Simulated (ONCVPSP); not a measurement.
# N (Z = 7): ONCV pseudisation with revPBE, scalar-relativistic reference atom.

Input for ONCVPSP 4.0.1:

```
# ATOM AND REFERENCE CONFIGURATION
# atsym  z   nc   nv     iexc    psfile
  N 7.00    1    2  -102130      upf
#
#   n    l    f
    1    0    2.00
    2    0    1.50
    2    1    3.50
#
# PSEUDOPOTENTIAL AND OPTIMIZATION
# lmax
    1
#
#   l,   rc,      ep,       ncon, nbas, qcut
    0    0.80    0.00    4    7    8.40
    1    1.70    0.00    4    8    7.50
#
# LOCAL POTENTIAL
# lloc, lpopt,  rc(5),   dvloc0
    4    5    0.75    3.00
#
# VANDERBILT-KLEINMAN-BYLANDER PROJECTORs
# l, nproj, debl
    0    1    3.10
    1    2    0.40
#
# MODEL CORE CHARGE
# icmod, fcfact, rcfact
    0    0.00    0.00
#
# LOG DERIVATIVE ANALYSIS
# epsh1, epsh2, depsh
   -2.00    5.00    0.02
#
# OUTPUT GRID
# rlmax, drl
    6.00    0.01
#
# TEST CONFIGURATIONS
# ncnf
    4
# nvcnf
#   n    l    f
    2
    2    0    2.00
    2    1    3.00
#
    2
    2    0    2.00
    2    1    2.00
#
    2
    2    0    2.00
    2    1    1.00
#
    2
    2    0    1.00
    2    1    4.00
#
```

Command:

```bash
oncvpsp.x < N.dat > N.out
```

Output (shortened: citation, most of the input echo, consistency checks and plot data are left out):

```
ONCVPSP  (Optimized Norm-Conservinng Vanderbilt PSeudopotential)
scalar-relativistic version 4.0.1

#   n    l    f        energy (Ha)
    1    0    2.00    -1.4164429E+01
    2    0    1.50    -6.9270505E-01
    2    1    3.50    -2.6664182E-01

Reference configufation results
  iterations    23
  all-electron total energy (Ha)   -5.42936599D+01

Begin loop to  construct optimized pseudo wave functions
and semi-local pseudopoentials for all angular momenta

Calculating optimized projector #   1

 for l=   0

    Fraction of norm inside rc  0.180042
    Optimizing pswf for qcut=   8.39 a_B^-1,  ecut=  35.20 Ha
    Residual kinetic energy error=  2.21D-04 Ha

    Energy error per electron        Cutoff
         Ha          eV             Ha
         0.01000     0.27211       20.20
         0.00100     0.02721       29.48
         0.00010     0.00272       41.83
         0.00001     0.00027      159.75

   Wellstate for l =  1  n =  3
     eigenvalue =   0.1334
     asymptotic potential =   0.6334
     half-point radius =  9.2254

Calculating optimized projector #   1

 for l=   1

    Fraction of norm inside rc  0.689548
    Optimizing pswf for qcut=   7.51 a_B^-1,  ecut=  28.16 Ha
    Residual kinetic energy error=  5.61D-06 Ha

    Energy error per electron        Cutoff
         Ha          eV             Ha
         0.01000     0.27211       15.59
         0.00100     0.02721       20.31
         0.00010     0.00272       24.06
         0.00001     0.00027       27.35

Calculating optimized projector #   2

 for l=   1

    Fraction of norm inside rc  0.065601
    Optimizing pswf for qcut=   7.51 a_B^-1,  ecut=  28.16 Ha
    Residual kinetic energy error=  1.52D-06 Ha

    Energy error per electron        Cutoff
         Ha          eV             Ha
         0.01000     0.27211       11.07
         0.00100     0.02721       17.17
         0.00010     0.00272       21.85
         0.00001     0.00027       25.62

Construct Vanderbilt / Kleinmman-Bylander projectors

B matrix Hermiticity error, ll=   1
   1   2    8.4495E-06

  Orthonormal projector coefficients -2.1330E+00 -7.0519E-01

Pseudoatom total energy   -9.370619

Diagnostic tests using Vanderbilt-Kleinman-Bylander pseudopotentials
  1 or more projectors used as specified by nproj input data

   l    rcore       rmatch      e in        delta e   norm test  slope test

   0   0.8037126   0.8281151  -0.6927051  -0.0000048   1.0000049   0.9999876

   1   1.7078368   1.7596904  -0.2666418  -0.0000016   1.0000271   1.0000351
   1   1.7078368   1.7596904   0.1333582  -0.0000005   1.0000585   1.0000585

 Testing for bound ghosts
   n   l    E NL Schr. Eq   E Basis Diag.   E Cutoff

   1   0       -0.692710       -0.550509    192.23

   2   1       -0.266643       -0.263566    103.58

 Testing for highly-localized positive-energy ghosts
       l    <radius>/rc     E Basis Diag.   E Cutoff

Test configuration 0

   n   l     f        eae           eps        diff
   1   0  2.0000  -14.16442910
   2   0  1.5000   -0.69270505   -0.69270990   -4.84D-06
   2   1  3.5000   -0.26664182   -0.26664347   -1.65D-06

    Total energies and differences
      AE_ref= -5.42936599D+01  AE_tst= -5.42936599D+01  dif=  0.00D+00
      PS_ref= -9.37061876D+00  PS_tst= -9.37061876D+00  dif=  8.88D-15
      PSP excitation error= -8.88D-15

Test configuration 1

   n   l     f        eae           eps        diff
   1   0  2.0000  -14.14836211
   2   0  2.0000   -0.68422878   -0.68363942    5.89D-04
   2   1  3.0000   -0.25855083   -0.25809140    4.59D-04

    Total energies and differences
      AE_ref= -5.42936599D+01  AE_tst= -5.45065965D+01  dif= -2.13D-01
      PS_ref= -9.37061876D+00  PS_tst= -9.58352417D+00  dif= -2.13D-01
      PSP excitation error= -3.12D-05

Test configuration 2

   n   l     f        eae           eps        diff
   1   0  2.0000  -14.77138546
   2   0  2.0000   -1.19469813   -1.19260923    2.09D-03
   2   1  2.0000   -0.75810244   -0.75387981    4.22D-03

    Total energies and differences
      AE_ref= -5.42936599D+01  AE_tst= -5.40091802D+01  dif=  2.84D-01
      PS_ref= -9.37061876D+00  PS_tst= -9.08797785D+00  dif=  2.83D-01
      PSP excitation error=  1.84D-03

Test configuration 3

   n   l     f        eae           eps        diff
   1   0  2.0000  -15.58642887
   2   0  2.0000   -1.80850042   -1.80054127    7.96D-03
   2   1  1.0000   -1.37551023   -1.35896658    1.65D-02

    Total energies and differences
      AE_ref= -5.42936599D+01  AE_tst= -5.29513503D+01  dif=  1.34D+00
      PS_ref= -9.37061876D+00  PS_tst= -8.03950066D+00  dif=  1.33D+00
      PSP excitation error=  1.12D-02

Test configuration 4

   n   l     f        eae           eps        diff
   1   0  2.0000  -14.17979661
   2   0  1.0000   -0.70074620   -0.70131063   -5.64D-04
   2   1  4.0000   -0.27435518   -0.27476788   -4.13D-04

    Total energies and differences
      AE_ref= -5.42936599D+01  AE_tst= -5.40805453D+01  dif=  2.13D-01
      PS_ref= -9.37061876D+00  PS_tst= -9.15746468D+00  dif=  2.13D-01
      PSP excitation error= -3.96D-05
```

The run took about 2.3 s on one core of a shared server CPU.
